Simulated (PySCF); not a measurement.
Si(Cl)(Me)(SiH3)2 (CH9ClSi3), SMILES C[Si]([SiH3])([SiH3])Cl.

The structure is a stationary point at PBE0-D3(BJ)/def2-SVP.

Vertical ionisation energy (IE) and electron affinity (EA) in eV. Rows of orbital energies are one-electron estimates. Where ΔSCF, EOM or ADC give a negative EA the extra electron is unbound and the value depends on the basis.

```csv
level,IE,EA
"−ε(HOMO), −ε(LUMO), M06-2X/def2-TZVP (PySCF)",8.57,-0.19
"−ε(HOMO), −ε(LUMO), PBE/def2-TZVP (PySCF)",6.50,1.48
```
